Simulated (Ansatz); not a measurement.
triplet silylene (H2Si), triplet, at a GFN2-xTB geometry; Ansatz (a first-principles code) with CAM-B3LYP/6-311G**.

Ansatz was given this input:
Ansatz 0.2 input:
```yaml
crystal:
  periodic: [false, false, false]
  atoms:
    - {symbol: Si, position_ang: [-0.00639139, -0.00195053, 0.08523542]}
    - {symbol: H, position_ang: [0.04566728, 1.28384221, -0.56751131]}
    - {symbol: H, position_ang: [0.04381220, -1.25653473, -0.62578461]}
basis:
  gaussian:
    orbitals: 6-311G__.json
hamiltonian:
  xc: cam_b3lyp
magnetization: {spin_polarized: true, initial_magnetization: 2}
```
The basis file holds 6-311G** in the JSON format of the Basis Set Exchange.

Question: Write the output that Ansatz gives for this input, abridged.

Answer: 
```
Functional definition: CAM-B3LYP
328 factors; their error is unknown
111 factors; integrals over basis functions are off by at most 4.8e-5 eV
mean field evaluation 1: about -7907.0374 eV, gradient 4.8e0 eV
mean field evaluation 2: about -7907.2116 eV, gradient 1.4e0 eV
mean field evaluation 4: about -7907.2277 eV, gradient 1.4e-1 eV
mean field evaluation 8: about -7907.2385 eV, gradient 1.5e-2 eV
mean field evaluation 16: about -7907.2385 eV, gradient 3.1e-6 eV
mean field -7907.23853449 eV, -290.5856564239 hartree, gradient 3.1e-6 eV, S^2 2.001848; 0 other end points of the search recorded, 0 dependent functions left out
reference -7907.23862810 eV, -290.5856598637 hartree; 9, 7 occupied and 30, 32 virtual orbitals, 328 factors
Total energy: -7907.23862810 eV, -290.5856598637 hartree
```
